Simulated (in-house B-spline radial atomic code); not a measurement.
# Binding energies in the iodine ion I⁺

NIST's tabulated ground configuration is [Kr] 4d10 5s2 5p4; each binding energy is the energy of the ion with one electron taken from that subshell, relaxed, less that of the parent. Computed with a radial B-spline atomic code at the basis-set limit: Dirac-Kohn-Sham LDA VWN5, spherical fractional occupations, Fermi nucleus of rms radius 4.75 fm. Energies include first-order Breit, QED and recoil terms.

```json
{"subshell": "1s", "X-ray name": "K", "binding energy (eV)": "33190.1", "-ε (eV)": "32931.2", "relaxation (eV)": "-361.3"}
{"subshell": "2s", "X-ray name": "L1", "binding energy (eV)": "5148.4", "-ε (eV)": "5095.5", "relaxation (eV)": "-64.8"}
{"subshell": "2p1/2", "X-ray name": "L2", "binding energy (eV)": "4853.5", "-ε (eV)": "4784.1", "relaxation (eV)": "-80.9"}
{"subshell": "2p3/2", "X-ray name": "L3", "binding energy (eV)": "4553.4", "-ε (eV)": "4485.8", "relaxation (eV)": "-75.4"}
{"subshell": "3s", "X-ray name": "M1", "binding energy (eV)": "1055.8", "-ε (eV)": "1035.7", "relaxation (eV)": "-22.1"}
{"subshell": "3p1/2", "X-ray name": "M2", "binding energy (eV)": "927.8", "-ε (eV)": "906.6", "relaxation (eV)": "-22.9"}
{"subshell": "3p3/2", "X-ray name": "M3", "binding energy (eV)": "871.5", "-ε (eV)": "850.5", "relaxation (eV)": "-22.1"}
{"subshell": "3d3/2", "X-ray name": "M4", "binding energy (eV)": "646.3", "-ε (eV)": "622.2", "relaxation (eV)": "-24.6"}
{"subshell": "3d5/2", "X-ray name": "M5", "binding energy (eV)": "634.5", "-ε (eV)": "610.4", "relaxation (eV)": "-24.3"}
{"subshell": "4s", "X-ray name": "N1", "binding energy (eV)": "199.4", "-ε (eV)": "189.6", "relaxation (eV)": "-10.2"}
{"subshell": "4p1/2", "X-ray name": "N2", "binding energy (eV)": "154.1", "-ε (eV)": "144.5", "relaxation (eV)": "-9.9"}
{"subshell": "4p3/2", "X-ray name": "N3", "binding energy (eV)": "143", "-ε (eV)": "133.4", "relaxation (eV)": "-9.7"}
{"subshell": "4d3/2", "X-ray name": "N4", "binding energy (eV)": "69.7", "-ε (eV)": "60.86", "relaxation (eV)": "-8.83"}
{"subshell": "4d5/2", "X-ray name": "N5", "binding energy (eV)": "67.94", "-ε (eV)": "59.13", "relaxation (eV)": "-8.75"}
{"subshell": "5s", "X-ray name": "O1", "binding energy (eV)": "31.68", "-ε (eV)": "26.50", "relaxation (eV)": "-5.21"}
{"subshell": "5p", "X-ray name": "O2,3", "binding energy (eV)": "20.08", "-ε (eV)": "15.56", "relaxation (eV)": "-4.53"}
```

Relaxation = -ε minus the binding energy without Breit, QED and recoil terms. With a density functional, K lines can miss by some tenths of a per cent, more in light atoms. For a density functional the relaxation so defined is negative, because -ε of a Kohn-Sham level is smaller than the binding energy.

Emission lines follow as differences of binding energies, with λ = 12398.42 eV·Å / E:

| line | holes | energy (eV) | wavelength (Å) |
| --- | --- | --- | --- |
| K-L3 | 1s → 2p3/2 | 28636.7 | 0.43296 |
| K-L2 | 1s → 2p1/2 | 28336.6 | 0.43754 |
| K-M3 | 1s → 3p3/2 | 32318.6 | 0.38363 |
| L3-M5 | 2p3/2 → 3d5/2 | 3918.9 | 3.1638 |
| L2-M4 | 2p1/2 → 3d3/2 | 4207.2 | 2.947 |
| L1-M3 | 2s → 3p3/2 | 4276.9 | 2.8989 |
| L3-M1 | 2p3/2 → 3s | 3497.6 | 3.5448 |
| L2-N4 | 2p1/2 → 4d3/2 | 4783.8 | 2.5918 |

Problem. What screening constant σ does Moseley's law, E = (3/4)·13.6057 eV·(Z - σ)², need for K-L3?

Solution. σ = 0.03.

Moseley's non-relativistic formula needs a falling, then negative, screening constant for heavy elements, because relativity binds the 1s electron more strongly than the formula allows.

Problem. What does it cost to remove both a 2p1/2 and a 3p1/2 electron?

Solution. 5843.4 eV, which is 62.14 eV more than the two single binding energies together.

Problem. What does it cost to remove both a 3d3/2 and a 5s electron?

Solution. 691.09 eV, which is 13.07 eV more than the two single binding energies together.

Problem. What does it cost to remove both a 4s and a 4d3/2 electron?

Solution. 288.98 eV, which is 19.84 eV more than the two single binding energies together.
